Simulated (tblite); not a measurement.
C8H15N.
SMILES with atom numbers: `[CH2:1]=[C:2](/[CH:3]=[N:4]\[CH3:5])[C:6]([CH3:7])([CH3:8])[CH3:9]` (hydrogens: H10, H11 on C1; H12 on C3; H13, H14, H15 on C5; H16, H17, H18 on C7; H19, H20, H21 on C8; H22, H23, H24 on C9)

A start from a force field or distance geometry was refined with GFN2-xTB geometry optimisation, gas phase (tblite). Values at the start:

| coordinate | start |
| --- | --- |
| C1=C2 | 1.358 Å |
| C1–H10 | 1.058 Å |
| C1–H11 | 1.073 Å |
| C2–C3 | 1.455 Å |
| C2–C6 | 1.450 Å |
| C3=N4 | 1.237 Å |
| C3–H12 | 1.124 Å |
| N4–C5 | 1.402 Å |
| C5–H13 | 1.084 Å |
| C6–C7 | 1.548 Å |
| C7–H16 | 1.092 Å |
| C1–C2–C3 | 110.7° |
| C1–C2–C6 | 116.4° |
| C2–C3–N4 | 129.4° |
| C2–C6–C7 | 108.4° |
| C2–C6–C9 | 113.1° |
| C3–C2–C6 | 132.9° |
| C3–N4–C5 | 130.4° |
| C7–C6–C8 | 104.0° |

Task: How do these coordinates change at the GFN2-xTB level?

Result: 
```
coordinate  GFN2-xTB (Å or °)  change
     C2–C6              1.520  +0.070
    C3–H12              1.088  -0.036
     C1=C2              1.327  -0.031
     N4–C5              1.431  +0.029
     C2–C3              1.481  +0.026
     C3=N4              1.258  +0.021
    C1–H10              1.076  +0.018
     C6–C7              1.535  -0.013
    C5–H13              1.096  +0.012
    C7–H16              1.087  -0.005
    C1–H11              1.078  +0.005
  C3–C2–C6              115.6   -17.3
  C1–C2–C3              119.4    +8.7
  C1–C2–C6              125.0    +8.6
  C3–N4–C5              122.9    -7.5
  C7–C6–C8              109.7    +5.7
  C2–C6–C9              112.0    -1.1
  C2–C6–C7              108.8    +0.4
  C2–C3–N4              129.6    +0.2
```

The energy falls by 162.6 kJ/mol over 275 L-BFGS steps, the largest force on an atom goes from 3.52 to 0.008 eV/Å, and the atoms move by 1.557 Å rms after alignment. The bond that changes most is C2–C6 (fully substituted alkene carbon to allylic carbon), which lengthens by 0.070 Å. Bonds longer at the end by more than 0.005 Å: 7 of 23; shorter: 14. Among the dihedrals that turn most is C6–C2–C3–H12, from -178° to 55°. Rotational constants go from 2259, 1395, 1063 to 2609, 1083, 1007 MHz.

Time: 3.7 s. Hardware: one thread, Arm Neoverse N1 (aarch64) (shared host).

Its GFN2-xTB frequencies are all real (lowest 42 cm⁻¹). The numbers are those of one conformer. 3 starts were optimised and ended at 0.00, 0.00 and 0.04 kcal/mol (GFN2-xTB); the lowest of these is shown.

All values are computed, not measured.
